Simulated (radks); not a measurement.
Spin polarisation of the 6s1 shell in Cs. Start: [Xe] 6s(up 0.5, down 0.5); electrons of 6s are moved from spin down to spin up, other shells keep equal spins. Method: non-relativistic Kohn-Sham, PBE, spin-polarised, spherical densities, point nucleus; computed with a radial shooting solver on a logarithmic mesh with Libxc functionals.

| moment (Bohr magnetons) | E - E(0) (eV) | e(6s up) (eV) | e(6s down) (eV) | 5p down minus up (eV) | 5s down minus up (eV) | 4d down minus up (eV) |
|---|---|---|---|---|---|---|
| 0 | 0.000 | -2.019 | -2.019 | 0.000 | 0.000 | 0.000 |
| 0.25 | -0.007 | -2.072 | -1.962 | 0.018 | 0.011 | 0.002 |
| 0.5 | -0.027 | -2.120 | -1.904 | 0.037 | 0.022 | 0.005 |
| 0.75 | -0.061 | -2.161 | -1.839 | 0.057 | 0.033 | 0.008 |

At moment 0.75 the spin-polarisation energy is -0.061 eV and the 6s exchange splitting 0.322 eV, that is 0.430 eV per Bohr magneton; E = -I m^2/4 would give I = 0.433 eV.
